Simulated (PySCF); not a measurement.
The PySCF input:
```python
from pyscf import gto, scf, dft

mol = gto.M(
    atom='''
C     0.00000000    0.00000000   -0.00000000
F     0.76156680    0.76669051    0.74768414
F    -0.74940203   -0.75691441    0.76961488
F    -0.76791520    0.75064431   -0.75740957
F     0.75575043   -0.76042041   -0.75988945
''',
    basis='sto-3g',
    verbose=4,
)

mf = dft.RKS(mol)
mf.xc = 'camb3lyp'
mf.kernel()
```

Task: What does this run give for the dipole moment, HOMO energy, nuclear repulsion energy, Mulliken (on the basis functions themselves) charges in atom order?

Result: 
- dipole moment: 0.00 D
- HOMO energy: -8.28 eV
- nuclear repulsion energy: 206.8294 Eh
- Mulliken (on the basis functions themselves) charges in atom order: C1 0.46, F2 -0.11, F3 -0.11, F4 -0.11, F5 -0.11
